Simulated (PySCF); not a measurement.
CdGeH4, SMILES [GeH3][CdH].

Geometry: PBE0-D3(BJ)/def2-TZVP. The def2 effective core potentials stand for the cores of Cd; spin–orbit coupling is left out.

All values below come from PBE0/def2-TZVPD (PySCF).

```
Property                                                                                                        Value
---------------------------------------------------------------------------------------------  ----------------------
total energy                                                                                      -2246.88391 hartree
point group                                                                                                       C3v
highest occupied level                                                                                       -7.15 eV
lowest empty level                                                                                           -1.04 eV
orbital gap                                                                                                   6.10 eV
dipole moment                                                                                                  0.43 D
quadrupole, principal values (traceless, Buckingham form, about the centre of nuclear charge)   -9.17, 4.58, 4.58 D·Å
mean static polarisability                                                                      72.3 bohr³ (10.72 Å³)
polarisability, principal values                                                               59.2, 59.2, 98.7 bohr³
```
